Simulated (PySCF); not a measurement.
**Bond curve of TlF**

Set-up: PySCF, scalar-relativistic core potentials, basis sets Tl cc-pVDZ-PP with ECP60, F cc-pVDZ. Energies in eV from Tl + F in their ground configurations at the same level. State: ¹Σ⁺ (singlet), closed shell.

All columns are PBE0. A positive dipole means Tl(−)F(+).

```
R (Å)  E (eV)  μ (D)  Mulliken charge on Tl (basis-dependent)  HOMO (eV)  LUMO (eV)  Mayer bond order  ⟨S²⟩
1.807  -3.647  -1.71                                     0.47      -7.20      -1.05              0.91  0.00
1.891  -4.299  -2.31                                     0.47      -7.38      -1.15              0.91  0.00
1.975  -4.646  -2.87                                     0.48      -7.50      -1.24              0.91  0.00
2.038  -4.765  -3.28                                     0.49      -7.54      -1.32              0.90  0.00
2.101  -4.795  -3.67                                     0.49      -7.53      -1.39              0.90  0.00
2.164  -4.760  -4.05                                     0.50      -7.49      -1.47              0.89  0.00
2.248  -4.640  -4.54                                     0.51      -7.39      -1.57              0.88  0.00
2.353  -4.415  -5.13                                     0.52      -7.19      -1.70              0.86  0.00
2.479  -4.088  -5.80                                     0.53      -6.80      -1.85              0.84  0.00
2.647  -3.620  -6.64                                     0.55      -6.31      -2.05              0.81  0.00
```

A fit through these points gives, at Re = 2.095 Å, μ = -3.63 D and dμ/dR = -6.14 D/Å; the reduced mass is 17.39 u.

**Question.** How strong is the fundamental in the double-harmonic approximation, I = 42.26·(dμ/dR)²/μred km/mol?

**Answer.** I = 42.26·(-6.14)²/17.39 = 91.6 km/mol at PBE0.

These are scalar-relativistic numbers at best; spin–orbit coupling would shift them, the dissociation energy most.
